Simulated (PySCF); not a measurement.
Two species compared at the same levels of theory.

First species: C6H12Se.
Atom-mapped SMILES: `[CH2:1]1[CH2:2][CH2:3][CH2:4][Se:5][CH2:6][CH2:7]1` (hydrogens: H8, H9 on C1; H10, H11 on C2; H12, H13 on C3; H14, H15 on C4; H16, H17 on C6; H18, H19 on C7)

Second species: pentamethylene sulfone, C5H10O2S.
InChI=1S/C5H10O2S/c6-8(7)4-2-1-3-5-8/h1-5H2

Levels: CAM-B3LYP/def2-SVPD for HOMO energy, LUMO energy, HOMO–LUMO gap and static isotropic polarisability; TDDFT CAM-B3LYP/def2-SVPD for lowest singlet excitation; TDA CAM-B3LYP/def2-SVPD for lowest triplet excitation (Tamm–Dancoff); ΔSCF CAM-B3LYP/def2-SVPD for vertical ionisation energy. Geometries: PBE0-D3(BJ)/def2-SVP. Each species is one conformer at its optimised geometry, gas phase, non-relativistic unless stated. Electronic properties by PySCF.

| property | column X | column Y |
| --- | --- | --- |
| HOMO energy | -9.44 eV | -7.18 eV |
| LUMO energy | 0.87 eV | 1.03 eV |
| HOMO–LUMO gap | 10.31 eV | 8.21 eV |
| lowest singlet excitation | 7.63 eV | 4.76 eV |
| lowest triplet excitation (Tamm–Dancoff) | 7.45 eV | 4.34 eV |
| static isotropic polarisability | 82.0 au | 96.7 au |
| vertical ionisation energy | 10.20 eV | 8.01 eV |

Which column belongs to which species?

Column X is the second species and column Y the first. The first has 19 atoms and 82 electrons, the second 18 and 72.

How does each property change from the first species to the second?

HOMO energy -2.26 eV; LUMO energy -0.16 eV; HOMO–LUMO gap +2.10 eV; lowest singlet excitation +2.87 eV; lowest triplet excitation (Tamm–Dancoff) +3.11 eV; static isotropic polarisability -14.7 au; vertical ionisation energy +2.19 eV.

On the first: The principal polarisabilities are 82.7, 102.5 and 104.9 au; their mean is the isotropic value. The 10 singlets span 4.76 to 7.48 eV, and their oscillator strengths add up to 0.26. Relativistic effects, spin–orbit coupling among them, are left out although an element past zinc is present.

On the second: The principal polarisabilities are 74.6, 82.2 and 89.2 au; their mean is the isotropic value. S1 lies 2.68 eV below the HOMO–LUMO gap; its leading configuration is HOMO→LUMO, weight 0.74.
